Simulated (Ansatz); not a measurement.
A nudged elastic band was laid between two geometries of CH$_{6}$FNOSi (11 atoms, charge 0, multiplicity 1).

Level of theory: Ansatz, RKS PBE/def2-SVP.

```yaml
movable_images: 5
climbing_image: yes
spring: 5.0 eV/Å²
optimiser: quadratic models (default)
start_path: through a guess of the saddle point
force_threshold: 0.05 eV/Å
iteration_limit: 60
end_points: relaxed
```

Initial state:

```xyz
11
Properties=species:S:1:pos:R:3
N -0.853 -0.898 1.168
C 0.340 -0.742 0.442
F 1.512 -0.525 1.270
Si 0.347 0.801 -0.681
O -0.812 0.582 -1.883
H -0.867 -1.728 1.772
H -1.106 -0.071 1.720
H 0.551 -1.675 -0.126
H 0.033 1.980 0.209
H 1.720 0.982 -1.269
H -0.801 1.238 -2.601
```

Final state:

```xyz
11
Properties=species:S:1:pos:R:3
N -0.915 -0.779 0.846
C 0.427 -0.648 0.396
F 1.388 -0.559 1.446
Si 0.557 0.922 -0.699
O -0.623 0.782 -1.892
H -1.095 -1.659 1.347
H -1.196 -0.001 1.456
H 0.690 -1.558 -0.189
H 0.337 2.105 0.213
H 1.890 1.038 -1.371
H -1.394 0.299 -1.532
```

(1) What changes between the two ends?

(2) Give the energies along the band, and the barrier.

(3) What is the geometry of the highest image?

(4) What are the harmonic wavenumbers there?

The band took 50 iterations and of the order of 15 core-minutes.

Answers

(1) No bond is made or broken. The height of N1 over the plane of its neighbours goes from 0.32 to 0.34 Å.

(2) The forces met the threshold. The highest image is number 3 of 0 to 6, 0.014 eV above the first end and 0.080 eV above the last; the last end lies 0.066 eV below the first. A vibrational analysis at the climbing image gives one clearly imaginary mode, 202i cm⁻¹: a first-order saddle point.

```csv
image,path coordinate (Å),energy (eV),height of N1 over the plane of its neighbours (Å)
0,0.00,0.000,0.32
1,0.21,0.003,0.32
2,0.43,0.010,0.32
3,0.64,0.014,0.33
4,1.20,-0.031,0.34
5,1.77,-0.061,0.34
6,2.33,-0.066,0.34
```

(3) 
```xyz
11
Properties=species:S:1:pos:R:3
N -0.875 -0.895 1.093
C 0.365 -0.746 0.443
F 1.473 -0.499 1.342
Si 0.432 0.771 -0.719
O -0.596 0.549 -2.033
H -0.916 -1.711 1.716
H -1.155 -0.059 1.619
H 0.617 -1.692 -0.085
H 0.017 1.971 0.101
H 1.851 0.942 -1.180
H -1.146 1.311 -2.275
```

(4) 202i, 75, 141, 258, 277, 433, 457, 574, 646, 726, 729, 799, 824, 859, 911, 945, 1060, 1210, 1254, 1346, 1594, 2132, 2177, 2987, 3424, 3513, 3793 cm⁻¹.

Time of the run: 7.7 min on 2 threads of Arm Neoverse V1 (shared host), peak memory 0.15 GiB.
